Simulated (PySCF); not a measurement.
TeCl, SMILES Cl[Te], multiplicity 2. Geometry optimised at PBE-D3(BJ)/def2-TZVP. The spin state was assumed, not searched. The def2 effective core potentials stand for the cores of Te; spin–orbit coupling is left out.

These are PBE-D3(BJ)/def2-TZVP run with PySCF values and carry that method's errors.

Harmonic wavenumbers (cm⁻¹): 374. Rotational constants (GHz): 3.340 (linear); symmetry number 1.

Q: Work out the zero-point energy and the ideal-gas rigid-rotor harmonic-oscillator thermochemistry at 298.15 K and 1 atm.

A: ZPE = ½ Σ hcν = ½ × 374 cm⁻¹ = 0.53 kcal/mol. H − E(el) = 2.82 kcal/mol. Entropy in cal/(mol K): translation 41.18, rotation 16.95, vibration 1.06, spin 1.38, total 60.56. G − E(el) = -15.24 kcal/mol. Cp = 8.48 cal/(mol K).
